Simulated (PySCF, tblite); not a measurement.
C6H16BP.
SMILES: `[BH3-][P@@H+](C(C)C)C1CC1`

Jobs on this species (24 atoms, 72 electrons) with PySCF (density fitting) and tblite. Hardware of each: one thread, Arm Neoverse V1 (aarch64), on a shared host. The host was shared with other jobs, so the times are rough.

```json
{"level and settings": "GFN2-xTB", "work": "L-BFGS relaxation", "basis functions": "–", "SCF cycles": "–", "wall time": "0.91 s"}
{"level and settings": "GFN2-xTB", "work": "Hessian by finite differences", "basis functions": "–", "SCF cycles": "–", "wall time": "?"}
{"level and settings": "PBE0/pcSseg-1", "work": "shieldings, ring-centre shieldings, charges and field gradients", "basis functions": "223", "SCF cycles": "13", "wall time": "52 s"}
```

**Question.** Fill in the missing figures.

**Answer.** 
- GFN2-xTB; Hessian by finite differences: 1.1 s

**Question.** What do all jobs in the table cost together?

**Answer.** About 54 s; the longest takes about 96 % of that, and about 57 times as long as the shortest.
